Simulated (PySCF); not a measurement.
PySCF input file for CBrF2, SMILES F[C](F)Br, multiplicity 2, TDA-PBE/def2-SVPD. Geometry optimised at r2SCAN-D4/def2-SVP. The isomer is the one that the SMILES or the coordinates give; other isomers of the formula were not compared.

```python
import numpy as np
from pyscf import gto, scf, dft, tdscf

mol = gto.M(
    atom='''
    F    -1.54702015    0.08477134    1.08183179
    C    -0.92692559   -0.33813223   -0.00000000
    F    -1.54702015    0.08477134   -1.08183180
    Br    0.95451189    0.01436884    0.00000000
    ''',
    basis='def2-SVPD',
    charge=0,
    spin=1,
    max_memory=1600,
    verbose=4,
)
mf = dft.UKS(mol, xc='pbe').density_fit(auxbasis='def2-universal-jkfit')
mf.grids.level = 3
mf.conv_tol = 1e-9
mf.max_cycle = 100
mf.kernel()
fine, coarse = mf.grids, dft.Grids(mol).set(level=1).build(with_non0tab=True)
for _ in range(3):  # follow internal instabilities
    mf.grids = coarse
    mo, _, stable, _ = mf.stability(return_status=True, nroots=4)
    mf.grids = fine
    if stable:
        break
    mf.kernel(mf.make_rdm1(mo, mf.mo_occ))
mf.grids = dft.Grids(mol).set(level=1).build(with_non0tab=True)  # coarser grid for the response kernel
td = tdscf.TDA(mf)
td.nstates = 10
td.conv_tol = 1e-4
td.positive_eig_threshold = 1e-6
td.kernel(x0=td.get_init_guess(mf, 15))
td.analyze()
```

Log of the run:

```
PySCF version 2.14.0

[INPUT] verbose = 4
[INPUT] num. atoms = 4
[INPUT] num. electrons = 59
[INPUT] charge = 0
[INPUT] spin (= nelec alpha-beta = 2S) = 1
[INPUT] symmetry False subgroup None
[INPUT] Mole.unit = angstrom
[INPUT] Symbol           X                Y                Z      unit          X                Y                Z       unit  Magmom
[INPUT]  1 F     -1.547020150000   0.084771340000   1.081831790000 AA   -2.923444392684   0.160194615812   2.044365795948 Bohr   0.0
[INPUT]  2 C     -0.926925590000  -0.338132230000   0.000000000000 AA   -1.751635502951  -0.638977308588   0.000000000000 Bohr   0.0
[INPUT]  3 F     -1.547020150000   0.084771340000  -1.081831800000 AA   -2.923444392684   0.160194615812  -2.044365814845 Bohr   0.0
[INPUT]  4 Br     0.954511890000   0.014368840000   0.000000000000 AA    1.803766054741   0.027153172328   0.000000000000 Bohr   0.0

nuclear repulsion = 243.551303969093
number of shells = 41
number of NR pGTOs = 179
number of NR cGTOs = 107
basis = def2-SVPD
ecp = {}


[settings echo left out]
init E= -2810.20268062395
  alpha nocc = 30  HOMO = -0.166373305437288  LUMO = -0.0343152281878218
  beta  nocc = 29  HOMO = -0.300915170347536  LUMO = -0.166373305437287

WARN: HOMO -0.166373305437288 >= LUMO -0.166373305437287

cycle= 1 E= -2810.72556014996  delta_E= -0.523  |g|= 0.422  |ddm|= 1.84
  alpha nocc = 30  HOMO = -0.250952437481702  LUMO = -0.098748614980142
  beta  nocc = 29  HOMO = -0.287274533702216  LUMO = -0.198586874583982
  HOMO = -0.250952437482  LUMO = -0.198586874584  gap/eV = 1.42494
cycle= 2 E= -2810.49300859587  delta_E= 0.233  |g|= 0.907  |ddm|= 1.01
  alpha nocc = 30  HOMO = -0.20804478781879  LUMO = -0.0529380402470911
  beta  nocc = 29  HOMO = -0.288094358430188  LUMO = -0.14535115542575
  HOMO = -0.208044787819  LUMO = -0.145351155426  gap/eV = 1.70598
cycle= 3 E= -2810.78890730952  delta_E= -0.296  |g|= 0.0671  |ddm|= 0.65
  alpha nocc = 30  HOMO = -0.213625947195134  LUMO = -0.0518211016871994
  beta  nocc = 29  HOMO = -0.285756558352944  LUMO = -0.1461877267972
  HOMO = -0.213625947195  LUMO = -0.146187726797  gap/eV = 1.83509
cycle= 4 E= -2810.79010286704  delta_E= -0.0012  |g|= 0.0184  |ddm|= 0.0747
  alpha nocc = 30  HOMO = -0.213498130372213  LUMO = -0.0518317449552628
  beta  nocc = 29  HOMO = -0.289178834113055  LUMO = -0.143070456224635
  HOMO = -0.213498130372  LUMO = -0.143070456225  gap/eV = 1.91643
cycle= 5 E= -2810.79013909534  delta_E= -3.62e-05  |g|= 0.0151  |ddm|= 0.0381
  alpha nocc = 30  HOMO = -0.215017802619106  LUMO = -0.0521434758824131
  beta  nocc = 29  HOMO = -0.287829972689385  LUMO = -0.14390848361235
  HOMO = -0.215017802619  LUMO = -0.143908483612  gap/eV = 1.93498
cycle= 6 E= -2810.79026441121  delta_E= -0.000125  |g|= 0.00216  |ddm|= 0.0219
  alpha nocc = 30  HOMO = -0.214676014846678  LUMO = -0.0516810576272384
  beta  nocc = 29  HOMO = -0.287538299409657  LUMO = -0.143168608822596
  HOMO = -0.214676014847  LUMO = -0.143168608823  gap/eV = 1.94582
cycle= 7 E= -2810.7902669108  delta_E= -2.5e-06  |g|= 0.000621  |ddm|= 0.00308
  alpha nocc = 30  HOMO = -0.214797509842586  LUMO = -0.0517468335130995
  beta  nocc = 29  HOMO = -0.287641242456318  LUMO = -0.143158889674477
  HOMO = -0.214797509843  LUMO = -0.143158889674  gap/eV = 1.94939
cycle= 8 E= -2810.79026715471  delta_E= -2.44e-07  |g|= 0.000196  |ddm|= 0.00112
  alpha nocc = 30  HOMO = -0.214827897960755  LUMO = -0.0517410959750517
  beta  nocc = 29  HOMO = -0.287638994376505  LUMO = -0.143163845096389
  HOMO = -0.214827897961  LUMO = -0.143163845096  gap/eV = 1.95008
cycle= 9 E= -2810.79026717843  delta_E= -2.37e-08  |g|= 3.5e-05  |ddm|= 0.00031
  alpha nocc = 30  HOMO = -0.214823519216057  LUMO = -0.0517340587950605
  beta  nocc = 29  HOMO = -0.287637309816581  LUMO = -0.143159803808676
  HOMO = -0.214823519216  LUMO = -0.143159803809  gap/eV = 1.95007
cycle= 10 E= -2810.79026717928  delta_E= -8.49e-10  |g|= 1.15e-05  |ddm|= 5.99e-05
  alpha nocc = 30  HOMO = -0.214821631501272  LUMO = -0.0517334668446692
  beta  nocc = 29  HOMO = -0.287639514446544  LUMO = -0.143158878440321
  HOMO = -0.214821631501  LUMO = -0.14315887844  gap/eV = 1.95004
Extra cycle  E= -2810.79026717919  delta_E= 9.09e-11  |g|= 1.7e-05  |ddm|= 3.35e-05
converged SCF energy = -2810.79026717919  <S^2> = 0.75187717  2S+1 = 2.0018763
tot grids = 23112
uhf_internal: lowest eigs of H = [0.95912954 0.97424438 0.98242348 0.98762045]
<class 'pyscf.df.df_jk.DFUKS'> wavefunction is stable in the internal stability analysis
tot grids = 23112
Overwritten attributes  positive_eig_threshold  of <class 'pyscf.tdscf.uks.TDA'>


******** <class 'pyscf.tdscf.uks.TDA'> for <class 'pyscf.df.df_jk.DFUKS'> ********
nstates = 10
deg_eia_thresh = 1.000e-03
wfnsym = None
conv_tol = 0.0001
eigh lindep = 1e-12
eigh level_shift = 0
eigh max_cycle = 100


Excitation energies (eV)
[3.92368927 4.00529899 4.50743235 5.93109306 6.0196603  6.17514357
 6.60754238 6.68505609 6.69592725 6.95676509]

** Excitation energies and oscillator strengths **
Excited State   1:      3.92369 eV    315.99 nm  f=0.0004
      29b ->   30b     -0.99706
Excited State   2:      4.00530 eV    309.55 nm  f=0.0023
      30a ->   31a      0.74995
      28b ->   30b      0.65942
Excited State   3:      4.50743 eV    275.07 nm  f=0.0599
      30a ->   31a     -0.64596
      28b ->   30b      0.73647
Excited State   4:      5.93109 eV    209.04 nm  f=0.0000
      29a ->   31a      0.81475
      29b ->   31b     -0.57291
Excited State   5:      6.01966 eV    205.97 nm  f=0.0065
      30a ->   32a      0.99157
Excited State   6:      6.17514 eV    200.78 nm  f=0.0016
      28a ->   31a      0.73642
      28b ->   31b     -0.66328
Excited State   7:      6.60754 eV    187.64 nm  f=0.0246
      27a ->   31a     -0.10336
      28a ->   31a     -0.25414
      30a ->   33a      0.16976
      27b ->   30b      0.91065
      28b ->   31b     -0.19463
Excited State   8:      6.68506 eV    185.46 nm  f=0.0000
      29a ->   31a     -0.56246
      30a ->   36a      0.10129
      29b ->   31b     -0.80809
Excited State   9:      6.69593 eV    185.16 nm  f=0.0235
      30a ->   33a      0.98146
      27b ->   30b     -0.17832
Excited State  10:      6.95677 eV    178.22 nm  f=0.0053
      30a ->   34a     -0.90982
      26b ->   30b     -0.40897

** Transition electric dipole moments (AU) **
state          X           Y           Z        Dip. S.      Osc.
  1        -0.0000     -0.0000     -0.0650      0.0042      0.0004
  2        -0.1460      0.0478      0.0000      0.0236      0.0023
  3         0.7157      0.1730     -0.0000      0.5422      0.0599
  4        -0.0000      0.0000      0.0071      0.0001      0.0000
  5         0.1668     -0.1270      0.0000      0.0439      0.0065
  6        -0.1016      0.0015     -0.0000      0.0103      0.0016
  7        -0.3007     -0.2475     -0.0000      0.1517      0.0246
  8         0.0000      0.0000     -0.0099      0.0001      0.0000
  9        -0.3202     -0.2018     -0.0000      0.1432      0.0235
 10        -0.0000     -0.0000      0.1765      0.0312      0.0053

** Transition velocity dipole moments (imaginary part, AU) **
state          X           Y           Z        Dip. S.      Osc.
  1         0.0000     -0.0000     -0.0184      0.0003      0.0016
  2        -0.0145     -0.0195     -0.0000      0.0006      0.0027
  3        -0.0047      0.0379      0.0000      0.0015      0.0059
  4        -0.0000      0.0000      0.0144      0.0002      0.0006
  5         0.0175     -0.0282      0.0000      0.0011      0.0033
  6        -0.0131      0.0037      0.0000      0.0002      0.0005
  7        -0.0496     -0.0237      0.0000      0.0030      0.0083
  8         0.0000      0.0000     -0.0672      0.0045      0.0123
  9        -0.0761     -0.0407     -0.0000      0.0074      0.0202
 10        -0.0000      0.0000      0.0380      0.0014      0.0038

** Transition magnetic dipole moments (imaginary part, AU) **
state          X           Y           Z
  1        -0.2191      0.0511      0.0000
  2         0.0000     -0.0000      0.0964
  3        -0.0000      0.0000      0.1155
  4         0.0165     -0.1013      0.0000
  5         0.0000     -0.0000     -0.1019
  6        -0.0000     -0.0000      0.1081
  7        -0.0000     -0.0000      0.5422
  8        -0.0311      0.5396     -0.0000
  9        -0.0000      0.0000      0.2387
 10         0.4575     -0.2589      0.0000
```

The calculation finished and met its thresholds.

Cost: around 120 core-seconds (rough).
